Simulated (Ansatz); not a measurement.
`F[SiH2][InH2]` + CH₃NH₂ → `C[NH][InH2]` + `F[SiH3]`  (cleavage of the In–Si bond)

Isolated molecules relaxed with PBE0-D4/def2-TZVP in Ansatz; ΔE leaves out vibrations. CCSD(T)/CBS adds triple-zeta CCSD(T) − MP2 to the extrapolated MP2 energy (def2 sets, frozen cores). This one scheme is used for every species. DFT in def2-TZVPP. B3LYP here is the variant with VWN-RPA as its local correlation; programs differ in this. HSE06 is defined as in plane-wave codes. def2 core potentials past Kr. For In outer-core shells are correlated without core-valence functions, which leaves a few kJ/mol of doubt a bond.

(1) Is it downhill or uphill in electronic energy at CCSD(T)/CBS, and by how much? (Estimate.)

(2) What do these levels give: PBE-D4, r2SCAN-D4, B3LYP-D4, r2SCAN0-D4, HSE06-D4, BHLYP-D4, PBE0, CAM-B3LYP, RPA@PBE/def2-TZVPP, CCSD(T)/def2-TZVPP, HF/CBS(def2), MP2/CBS(def2)? (Estimate.)

Largest T1 diagnostic among the species: 0.016.

Results:

(1) The calculation gave: Downhill: ΔE = -11.0 kJ/mol.

(2) Ansatz gave: PBE-D4 5.5, r2SCAN-D4 -1.8, B3LYP-D4 -2.7, r2SCAN0-D4 2.8, HSE06-D4 8.7, BHLYP-D4 -0.6, PBE0 9.6, CAM-B3LYP -5.2, RPA@PBE/def2-TZVPP -14.5, CCSD(T)/def2-TZVPP -10.5, HF/CBS(def2) -1.6, MP2/CBS(def2) -17.9 kJ/mol.

In def2-TZVPP, CCSD(T) changes the Hartree–Fock value by −10.1 kJ/mol (the triples alone add −3.2 kJ/mol) and MP2 by −17.0 kJ/mol. From r2SCAN to r2SCAN0 (25 % exact exchange), in def2-TZVPP and without D4, ΔE moves by +4.6 kJ/mol.
